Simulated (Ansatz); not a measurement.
The pair A = C2H2 (SMILES C#C) (first 4 atoms), B = CH3NO (SMILES NC=O); geometry from B3LYP-D3(BJ)/def2-TZVP.
(charge 0, multiplicity 1):
```xyz
10

C     -0.04712     0.55656    -0.60178
C      0.31038    -0.19620     0.26017
H     -0.35388     1.20805    -1.38342
H      0.60597    -0.83133     1.06888
N     -0.54016     0.92344     3.28721
C      0.02109    -0.15633     3.87409
O      0.57303    -1.06533     3.28753
H     -0.52022     1.02044     2.28222
H     -0.97996     1.63730     3.84016
H     -0.06967    -0.13887     4.97460
```

Cores are frozen in the correlated methods. MP2 and its Hartree–Fock in aug-cc-pVTZ are density fitted.

Programs: Ansatz (Gaussian basis) for Hartree–Fock, density functionals and correlated methods. Values without a source in brackets are computed.

The counterpoise-corrected interaction energy is E(AB) − E(A in the pair's basis) − E(B in the pair's basis). Total energies (hartree):

| level | AB | A in the pair's basis | B in the pair's basis |
|---|---|---|---|
| HF/aug-cc-pVDZ | -245.7971236 | -76.8287590 | -168.9639360 |
| MP2/aug-cc-pVDZ | -246.5729976 | -77.0919473 | -169.4746312 |
| HF/aug-cc-pVTZ | -245.8595872 | -76.8503185 | -169.0047958 |
| MP2/aug-cc-pVTZ | -246.7922856 | -77.1640042 | -169.6209633 |
| CCSD(T)/aug-cc-pVDZ | -246.6367064 | -77.1204169 | -169.5100314 |

### Question
Work out the counterpoise-corrected interaction energy at the basis-set limit: extrapolate the MP2 correlation part as X⁻³, take Hartree–Fock from the larger set, and add the CCSD(T) − MP2 difference of aug-cc-pVDZ.

### Answer

1. Differences (1 hartree = 627.509 kcal/mol): HF/aug-cc-pVDZ -2.779; MP2/aug-cc-pVDZ -4.028; HF/aug-cc-pVTZ -2.807; MP2/aug-cc-pVTZ -4.592; CCSD(T)/aug-cc-pVDZ -3.927.
2. Correlation parts, MP2 less HF: -1.249 in aug-cc-pVDZ (X = 2), -1.785 in aug-cc-pVTZ (X = 3).
3. Limit (3³·(-1.785) − 2³·(-1.249))/(3³ − 2³) = -2.011; with HF/aug-cc-pVTZ it gives -4.818.
4. CCSD(T) less MP2 in aug-cc-pVDZ: 0.101.
Result: -4.72 kcal/mol, against -4.03 at MP2/aug-cc-pVDZ. It is an estimate of this method's limit, not of the exact value.

Ansatz is a program for electronic structure.
